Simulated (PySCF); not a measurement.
These 2 structures share the formula C3H7GeNO. Theory: PBE0-D3(BJ)/def2-SVP geometry optimisation, gas phase in PySCF 2.14.0. One conformer each; no zero-point energy, no entropy. No frequencies were run at this level. Point groups hold within 0.08 Å.

Task: Rank from lowest to highest electronic energy at this level (kcal/mol).
A. `[N:1]#[C:2][CH2:3][CH2:4][O:5][GeH3:6]` with C2–C3–C4–O5 179°, C3–C4–O5–Ge6 177°
B. GeHMe2(NCO) (`[H][Ge]([CH3])([CH3])[N]=C=O`)

Result: B (0.0), A (44.9).

```
                      SMILES       E (Eh)  E rel (kcal/mol)  dipole (D)  point group        A, B, C (MHz)
[H][Ge]([CH3])([CH3])[N]=C=O  -2324.57418               0.0        3.74      near Cs     4469, 1302, 1127
              N#CCC[O][GeH3]  -2324.50270              44.9        4.15      near Cs  14932, 665.8, 647.9
```

Task: How do the relative energies change in single points at CAM-B3LYP/def2-SVPD (no added dispersion term) on the same geometries?

Result: 
| SMILES | PBE0-D3(BJ)/def2-SVP (kcal/mol) | CAM-B3LYP/def2-SVPD (kcal/mol) | shift |
| --- | --- | --- | --- |
| [H][Ge]([CH3])([CH3])[N]=C=O | 0.0 | 0.0 | 0.0 |
| N#CCC[O][GeH3] | 44.9 | 39.2 | -5.7 |

Each column counts from its own lowest isomer. The order is unchanged; the largest shift is 5.7 kcal/mol.
